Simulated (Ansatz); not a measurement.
`c1ccc2c(c1)-c1ccc3ccccc3c1-2` with charge -1. The state is a doublet with charge -1. Geometry PBE-D4/def2-SVP, that of the neutral singlet; atoms count from 1.

Cartesian coordinates in Å:
```
C -3.0126 1.3107 -2.7307
C -2.0096 2.2780 -2.6386
C -0.8693 2.1066 -1.7922
C -0.8247 0.9266 -1.0767
C -1.8558 -0.0680 -1.1718
C -2.9589 0.0903 -1.9852
C -1.1022 -0.9283 -0.1782
C -1.0578 -2.1233 0.5465
C 0.0604 -2.3013 1.3793
C 1.0979 -1.3317 1.4923
C 2.2238 -1.5394 2.3473
C 3.2286 -0.5921 2.4516
C 3.1638 0.6212 1.7045
C 2.0951 0.8691 0.8617
C 1.0414 -0.0870 0.7315
C -0.0885 0.0542 -0.0880
H -3.8709 1.4906 -3.3963
H -2.0984 3.2002 -3.2331
H -0.0896 2.8804 -1.7335
H -3.7603 -0.6582 -2.0736
H -1.8419 -2.8919 0.4813
H 0.1519 -3.2228 1.9756
H 2.2788 -2.4739 2.9278
H 4.0874 -0.7726 3.1160
H 3.9741 1.3600 1.8010
H 2.0376 1.8025 0.2817
```

The highest occupied level of the charge -1 doublet lies above zero (up to 0.85 eV). By energy differences its removal costs 0.59 eV (vertical, to the charge 0 singlet, at PBE0-D4/def2-SVP); self-interaction error and the lack of diffuse functions both raise the level.

Question: Estimate the Mulliken populations from the PBE0/def2-SVP orbitals of Ansatz.

Answer: 
```
atom  charge (e)  spin (α − β)
  C1       -0.06          0.10
  C2       -0.05          0.03
  C3       -0.13          0.00
  C4        0.04          0.08
  C5        0.05          0.11
  C6       -0.13         -0.05
  C7        0.03          0.17
  C8       -0.09         -0.10
  C9       -0.10          0.27
 C10        0.03         -0.05
 C11       -0.07          0.11
 C12       -0.05          0.06
 C13       -0.04          0.01
 C14       -0.06          0.14
 C15       -0.02         -0.07
 C16       -0.02          0.24
 H17       -0.03         -0.01
 H18       -0.03          0.00
 H19       -0.03          0.00
 H20       -0.03          0.00
 H21       -0.04          0.00
 H22       -0.05         -0.01
 H23       -0.04         -0.01
 H24       -0.03          0.00
 H25       -0.03          0.00
 H26       -0.03         -0.01
```
Mulliken values and Mayer orders depend strongly on the basis.

Question: Where does the spin sit?

Answer: Summed by element: C 1.04, H -0.04, of 1 unpaired in all. Largest on single atoms: C9 0.27, C16 0.24, C7 0.17.

Question: And the Mayer bond orders between bonded heavy atoms (over 0.3)?

Answer: C1–C2 1.44 (1.40 Å); C1–C6 1.28 (1.43 Å); C2–C3 1.29 (1.43 Å); C3–C4 1.44 (1.38 Å); C4–C5 1.15 (1.44 Å); C4–C16 1.03 (1.51 Å); C5–C6 1.47 (1.38 Å); C5–C7 0.99 (1.51 Å); C7–C8 1.40 (1.40 Å); C7–C16 1.18 (1.41 Å); C8–C9 1.33 (1.41 Å); C9–C10 1.26 (1.42 Å); C10–C11 1.30 (1.43 Å); C10–C15 1.19 (1.46 Å); C11–C12 1.41 (1.38 Å); C12–C13 1.31 (1.43 Å); C13–C14 1.42 (1.38 Å); C14–C15 1.27 (1.43 Å); C15–C16 1.31 (1.40 Å).
